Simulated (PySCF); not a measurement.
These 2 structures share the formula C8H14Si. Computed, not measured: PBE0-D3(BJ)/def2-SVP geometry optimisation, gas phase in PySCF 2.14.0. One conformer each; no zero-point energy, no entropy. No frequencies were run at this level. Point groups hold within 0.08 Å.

Problem. Order them by energy at this level, lowest first, and give relative energies in kcal/mol.
A. `C=C[Si](C=C)(C=C)CC` (SiEt(vinyl)3)
B. `[CH:1]1=[CH:2][CH2:3][SiH:4]([CH:5]2[CH2:6][CH2:7][CH2:8]2)[CH2:9]1` with C3–Si4–C5–C6 177°, C1–C2–C3–Si4 10°, C2–C3–Si4–C5 103°, Si4–C5–C6–C7 -100°, C5–C6–C7–C8 -17°

Solution. B (0.0), A (22.7).

```json
{"SMILES": "C1=CC[SiH](C2CCC2)C1", "E (Eh)": "-601.94635", "E rel (kcal/mol)": "0.0", "dipole (D)": "0.49", "point group": "Cs", "A, B, C (MHz)": "3160, 842.8, 746.6"}
{"SMILES": "C=C[Si](C=C)(C=C)CC", "E (Eh)": "-601.91016", "E rel (kcal/mol)": "22.7", "dipole (D)": "0.21", "point group": "C1", "A, B, C (MHz)": "1360, 1139, 860.1"}
```
